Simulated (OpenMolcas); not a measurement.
Pt3+: moving or changing the point charges

Pt3+ among 4 point charges of -2 e arranged as a tetrahedron (Td), 2.09 Å from the ion.
```
   1.2067    1.2067    1.2067  -2.00
   1.2067   -1.2067   -1.2067  -2.00
  -1.2067    1.2067   -1.2067  -2.00
  -1.2067   -1.2067    1.2067  -2.00
```

```json
{"Program": "OpenMolcas 26.06", "Method": "CASSCF", "Basis": "ANO-RCC-VDZP [7s6p4d2f]", "Scalar Hamiltonian": "DKH2, point nucleus", "Active space": "7 electrons in 5 orbitals (5d)", "State averaging": "2S+1 = 4 even, 10 roots; 2S+1 = 2 even, 40 roots", "Spin-orbit coupling": "RASSI with atomic mean-field integrals over the reference wave functions"}
```

Runs around this geometry, states (labels of Td). Energies in cm-1 above the lowest state or level, χT in cm3 K/mol; 10Dq and B are least-squares fits to the states below 45000 cm-1, weighted by degeneracy, with a free offset, and given where the rms deviation is under 5 % of |10Dq| (or 100 cm-1) and under 700 cm-1; 10Dq is negative for this site.

| R (Å) | q (e) | Ground state | First state of that spin | 10Dq | B (rms of fit) | First gap with spin-orbit (degeneracies) | χT at 300 K | First state of another spin |
| --- | --- | --- | --- | --- | --- | --- | --- | --- |
| 2.09 | -1 | 4A2 | 4T2 1882 | -1795 | 886 (28) | 957.4 (4, 4) | 4.485 | 2E 15834 |
| 1.98 | -2 | 4A2 | 4T2 3879 |  |  | 2129 (4, 4) | 4.169 | 2E 16473 |
| 2.09 | -2 | 4A2 | 4T2 3191 |  |  | 1707 (4, 4) | 4.247 | 2E 16295 |
| 2.19 | -2 | 4A2 | 4T2 2674 |  |  | 1403 (4, 4) | 4.320 | 2E 16141 |

Taking the first state of the same spin as R^-n, n = -ln(2674 / 3879) / ln(2.19 / 1.98) = 3.7 between the shortest and longest distance.

Scaling the charges by -1 / -2 = 0.50 scales the first state of the same spin by 1882 / 3191 = 0.59; with fixed orbitals a first-order splitting would follow the charge.

Without dynamic correlation the repulsion within the d shell is too large (B by tens of per cent), so at a given field states of lower spin stand too high. Spin-orbit coupling mixes the spin-free states strongly: the lowest level takes only 39 % from its leading state, 4A2 (figures for R = 2.09, q = -1; the like holds for R = 1.98, q = -2, R = 2.09, q = -2, R = 2.19, q = -2). The ground term spreads over less than 5000 cm-1, several times less than with real ligands, so orbital moments are less quenched and χT lies further from the spin-only value than at real sites (holds for R = 2.09, q = -1; R = 2.19, q = -2). Point charges carry no covalency, so the field is a model and not that of real ligands. No measured value stands beside these numbers.
